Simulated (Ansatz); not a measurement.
```yaml
crystal:
  periodic: [false, false, false]
  atoms:
    - {symbol: Ga, position_ang: [-0.136346, -1.373056, -0.102991]}
    - {symbol: Ga, position_ang: [-0.205222, 1.318814, 0.366042]}
    - {symbol: P, position_ang: [-1.559943, -0.249098, 1.201743]}
    - {symbol: F, position_ang: [0.542667, -2.798329, -0.863765]}
    - {symbol: F, position_ang: [0.397007, 2.948626, 0.137374]}
    - {symbol: F, position_ang: [0.961838, 0.153043, -0.738404]}
basis:
  gaussian: {orbitals: x2c-TZVPPall}
total_charge: 1
magnetization: {spin_polarized: true, initial_magnetization: 1}
hamiltonian: {xc: {name: BHLYP}}
scf: {lower_state_search: light}
```

```sh
$ ansatz run in.yaml --threads 4 --pin off --events-out ev --progress --plain --max-ram 4787MiB
```

Shortened log:

```
Functional definition: BHLYP
1734 factors; their error is unknown
mean field evaluation 1: about -123237.0389 eV, gradient 7.1e1 eV
mean field evaluation 2: about -123158.1504 eV, gradient 1.6e2 eV
mean field evaluation 4: about -123252.6614 eV, gradient 9.7e0 eV
mean field evaluation 8: about -123252.9177 eV, gradient 1.1e-1 eV
mean field evaluation 16: about -123253.8006 eV, gradient 1.4e-3 eV
mean field -123253.80063993 eV, -4529.4936290907 hartree, gradient 4.0e-5 eV, S^2 0.755629; 0 other end points of the search recorded, 0 dependent functions left out
reference -123253.80080040 eV, -4529.4936349878 hartree; 52, 51 occupied and 179, 180 virtual orbitals, 1734 factors
Total energy: -123253.80080040 eV, -4529.4936349878 hartree
Relativity: scalar
```

It took 11 s on 4 threads of Arm Neoverse V1 on a shared host, peak host memory 1.2 GiB.

DK, ANO-RCC and x2c sets are all-electron and run with scalar relativity unless a key says otherwise.
